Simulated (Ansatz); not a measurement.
`[InH2][B]1CO1` + H₂O → `OB1CO1` + `[InH3]` at 500 K and 1 bar (formal hydrolysis of a B–In bond).

Calculated with Ansatz (gas phase, PBE0-D4/def2-TZVP geometries, no zero-point term in ΔE). CBS: MP2 limit from def2 TZ/QZ plus the TZ coupled-cluster correction, frozen cores. This one scheme is used for every species. Elements past krypton have def2 core potentials. For In outer-core shells are correlated without core-valence functions, which leaves a few kJ/mol of doubt a bond. One conformer a species, not always the lowest.

| species | CCSD(T)/CBS energy (Eh) | H − E (kJ/mol) | S (J/(mol·K)) |
| --- | --- | --- | --- |
| `[InH2][B]1CO1` | -330.19118 | 159.3 | 384.3 |
| H₂O | -76.37941 | 73.2 | 206.3 |
| `OB1CO1` | -215.03899 | 158.1 | 311.5 |
| `[InH3]` | -191.56739 | 65.2 | 255.5 |

H − E and S are ideal-gas, rigid-rotor, harmonic terms from PBE0-D4/def2-TZVP, for one conformer and one mirror image of each species. 1 Eh = 2625.50 kJ/mol, R = 8.31446 J/(mol·K).

Problem. By hand: ΔE, ΔH, ΔS and ΔG.

Solution. ΔE = (-215.03899) + (-191.56739) − (-330.19118) − (-76.37941) = -0.03579 Eh = -94.0 kJ/mol. Δ(H − E) = 158.1 + 65.2 − 159.3 − 73.2 = -9.2, so ΔH = -103.2 kJ/mol. ΔS = 311.5 + 255.5 − 384.3 − 206.3 = -23.6 J/(mol·K). ΔG = -103.2 − 500 × (-23.6)/1000 = -91.4 kJ/mol.

Problem. By hand: the equilibrium constant, and the temperature at which ΔG would vanish if ΔH and ΔS stayed fixed.

Solution. log₁₀ K = −ΔG/(RT ln 10) = 9.5. ΔG = 0 at ΔH/ΔS = 4373 K, far beyond where these terms or the molecules hold.

ΔH outweighs TΔS. A doubt of 5 kJ/mol in ΔE shifts log₁₀ K by 0.5 here. Other conformers and mirror images would add mixing entropy, several J/(mol·K) or more a flexible species. These are equilibria of isolated gas molecules and say nothing of rates. Largest T1 diagnostic: 0.016 (customary marks: 0.02 for closed shells, 0.045 for open ones).
